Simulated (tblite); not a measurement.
Species: C₅H₄F₃O (doublet state).
Structure used (GFN2-xTB), in Å, numbered top down from 1:
```xyz
13
C5H4F3O angstrom
C      2.720   -0.484   -0.259
C      1.755    0.262    0.147
C      0.755    1.037    0.594
C     -0.557    0.928    0.195
F     -1.510    1.725    0.732
O     -1.021    0.074   -0.763
C     -2.118   -0.676   -0.455
F     -1.761   -1.784    0.242
F     -2.659   -1.108   -1.596
H      2.991   -1.405    0.240
H      3.318   -0.238   -1.126
H      0.971    1.816    1.314
H     -2.888   -0.146    0.133
```

Method: GFN2-xTB as coded in tblite; computed harmonic values from a numerical Hessian at the method's own geometry, unscaled. Against measured fundamentals such values can be off by several per cent, at times by over 20. One conformer, not necessarily the lowest. Open shells enter through the occupations alone, without spin polarisation, and single modes of such species can be off by tens of per cent.

Harmonic wavenumbers (cm⁻¹): 29.5, 36.4, 97.1, 130.0, 174.8, 251.8, 294.4, 314.7, 406.7, 450.0, 453.4, 504.3, 567.5, 604.2, 825.1, 851.2, 897.4, 926.9, 984.8, 1070.8, 1082.4, 1098.3, 1135.3, 1257.1, 1267.2, 1299.1, 1369.9, 1493.8, 1985.3, 2889.0, 3008.7, 3022.7, 3055.5.

A = 2275, B = 1042, C = 815.9 MHz; mass 137.021 u (most abundant isotopes); point group C1, symmetry number 1; spin multiplicity 2.

Problem. What is the zero-point energy?

Solution. Half the sum of the wavenumbers: 16918 cm⁻¹ = 48.37 kcal/mol.

Problem. Give the ideal-gas entropy at 500 K and 1 bar in the rigid-rotor, harmonic-oscillator model (classical rotation).

Solution. Translation 43.25, rotation 31.04, vibration 46.74, spin (R ln 2) 1.38: S = 122.4 cal/(mol K).

Problem. And Cp and H(500 K) − H(0)?

Solution. Cp = 46.66 cal/(mol K), of which vibrations give 38.71 (their classical limit is 33 R = 65.6); H(500 K) − H(0) = 14.99 kcal/mol without the zero-point energy, 11.02 from vibrations.

Problem. Blend soft modes into free rotors: weight 1/[1 + (100 cm⁻¹/ν̃)⁴] for the oscillator and the rest for a rotor with moment μB/(μ + B), μ = h/(8π²ν), B = 10⁻⁴⁴ kg m². What vibrational entropy results?

Solution. 41.52 cal/(mol K) in place of 46.74, which changes −T·S at 500 K by +2.61 kcal/mol.

Problem. How do the functions run with temperature in this model?

Solution. 
```csv
T (K),S (cal/(mol K)),Cp (cal/(mol K)),H − H(0) (kcal/mol),G − H(0) (kcal/mol),ln q(vib)
100,73.6,18.6,1.36,-6.00,2.55
200,89.2,27.2,3.66,-14.18,5.26
300,101.6,34.8,6.76,-23.74,7.78
800,146.8,56.8,30.67,-86.76,18.62
1000,159.9,60.8,42.45,-117.47,22.26
```

q(vib) and H(0) count from the zero-point level.

Problem. Which modes carry the vibrational entropy at 500 K?

Solution. 29.5 cm⁻¹: 6.89; 36.4 cm⁻¹: 6.47; 97.1 cm⁻¹: 4.53; 130.0 cm⁻¹: 3.95; 174.8 cm⁻¹: 3.37; 251.8 cm⁻¹: 2.67 cal/(mol K); the other 27 give 18.86 together.

Hindered rotation and anharmonicity are outside this model. Other conformers, if any are populated, would add a mixing term that is left out. The structure is chiral; the term R ln 2 for an equal mix with its mirror image is left out.
